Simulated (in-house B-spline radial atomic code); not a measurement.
Lu²⁺. Computed with a B-spline radial atomic code. Model: non-relativistic spherical atom: semilocal Troullier-Martins pseudo-atom, one channel per l, against all electrons, high spin, G0W0 and RPA with empty states to l = 8, local potential for every l without a channel, a model core (radius 0 = none) keeps its share of the functional.

Without relativity these are model numbers for so heavy an element.

What the tables leave out is listed at the end.

The pseudopotential gives back the lowest level of each angular momentum of its own functional in the configuration it was made in; a second state of the same l is only approximately right. Exact exchange, RPA and GW see the smooth pseudo-orbitals and miss the exchange with the core, for which the functional's share stands in. The column with an uncorrelated core keeps all orbitals and exact exchange, and so separates missing core correlation from pseudisation. Only the three outermost levels and the lowest empty one were computed. RPA here is direct RPA, with no exchange kernel, and its energies carry an (l + 1/2)⁻⁴ tail. A hybrid on a potential with a model core restores only its own semilocal share of the core's exchange.

Command:
```bash
python run_psgw.py task.json out
```
Settings (lengths in bohr, energies in hartree):
```
Z                      71
electrons              69
configuration          [Xe] 4f14 6s1
generated_in           [Xe] 4f14 5d1 6s2
functional             lda,vwn
core_shells            10
radius_factor          1
core_correction        False
ion_configuration      [Xe] 4f14
```

Run time, properties included: 86 s on 1 thread of Arm Neoverse N1 (shared host).

Given: made with LDA VWN5; model core radius 0 bohr; local radius 1.552 bohr; mean-field start PBE0.

Valence shells of the generating configuration: 5p, 4f, 6s, 5d.

Channel: s 3.309, p 1.242, d 1.788, f 1.554 (radii in bohr).

Computed: largest level miss in the spin-unpolarised generating configuration 0 eV; valence RPA correlation energy all-electron orbitals -1.5663 hartree; valence RPA correlation energy pseudo -2.3339 hartree; all-electron RPA polarisability, core included 26.066 bohr³; ionisation by mean-field pseudo minus all 0.346 eV; ionisation by RPA all-electron 20.126 eV; ionisation by RPA pseudo minus all 0.72 eV.

| level | occupied | mean-field all-electron (eV) | mean-field pseudo minus all (eV) | G0W0 all-electron (eV) | G0W0 uncorrelated core minus all (eV) | G0W0 pseudo minus all (eV) | exchange self-energy all-electron (eV) | exchange self-energy pseudo (eV) |
| --- | --- | --- | --- | --- | --- | --- | --- | --- |
| 6s up | 1 | -17.402 | -0.296 | -20.135 | -0.002 | -0.644 | -9.8042 | -9.928 |
| 4f down | ? | ? | ? | ? | ? | ? | ? | ? |
| 4f up | 1 | -36.29 | 1.723 | -42.305 | -0.305 | 7.043 | -80.639 | -42.479 |
| 5d up (empty) | 0 | -16.678 | -0.145 | -13.617 | 0.099 | 0.299 | -8.8633 | -7.4913 |

**Question.** What belongs in the row 4f down?

**Answer.** occupied: 1; mean-field all-electron (eV): -36.26; mean-field pseudo minus all (eV): 1.695; G0W0 all-electron (eV): -42.28; G0W0 uncorrelated core minus all (eV): -0.305; G0W0 pseudo minus all (eV): 7.007; exchange self-energy all-electron (eV): -80.663; exchange self-energy pseudo (eV): -42.51.

**Question.** What is the pseudo-atom RPA polarisability?

**Answer.** 23.919 bohr³.

**Question.** What is the ionisation by mean-field all-electron?

**Answer.** 19.621 eV.

Given: mean-field start Hartree-Fock.

Computed: valence RPA correlation energy all-electron orbitals -1.3722 hartree; valence RPA correlation energy pseudo -2.172 hartree; all-electron RPA polarisability, core included 20.479 bohr³; pseudo-atom RPA polarisability 15.326 bohr³; ionisation by mean-field pseudo minus all 1.45 eV; ionisation by RPA all-electron 19.692 eV.

```
        level  occupied  mean-field all-electron (eV)  mean-field pseudo minus all (eV)  G0W0 all-electron (eV)  G0W0 uncorrelated core minus all (eV)  G0W0 pseudo minus all (eV)  exchange self-energy all-electron (eV)  exchange self-energy pseudo (eV)
        6s up         1                       -18.748                             -1.51                 -19.834                                  0.004                      -0.864                                  -9.231                           -10.723
        4f up         ?                             ?                                 ?                       ?                                      ?                           ?                                       ?                                 ?
      4f down         1                        -46.53                             8.752                 -42.845                                 -0.414                       4.975                                  -81.66                           -42.042
5d up (empty)         0                       -12.021                            -0.669                  -13.51                                  0.079                      -0.109                                 -7.2024                            -7.019
```

**Question.** What belongs in the row 4f up?

**Answer.** occupied: 1; mean-field all-electron (eV): -46.555; mean-field pseudo minus all (eV): 8.8; G0W0 all-electron (eV): -42.871; G0W0 uncorrelated core minus all (eV): -0.414; G0W0 pseudo minus all (eV): 5.021; exchange self-energy all-electron (eV): -81.668; exchange self-energy pseudo (eV): -41.994.

**Question.** What is the ionisation by mean-field all-electron?

**Answer.** 18.714 eV.

**Question.** What is the ionisation by RPA pseudo minus all?

**Answer.** 0.675 eV.

Among the listed levels the largest G0W0 shift of the pseudo-atom is +7.04 eV, for 4f up on the PBE0 start, while leaving the core uncorrelated moves that level by -0.30 eV. So pseudisation and the lost core exchange, not the missing core correlation, make the error. Not in the tables (levels of low weight, unsolved or above zero; the highest and the empty levels are kept at any weight): the LDA start was refused, since an empty level lay at or below an occupied one.
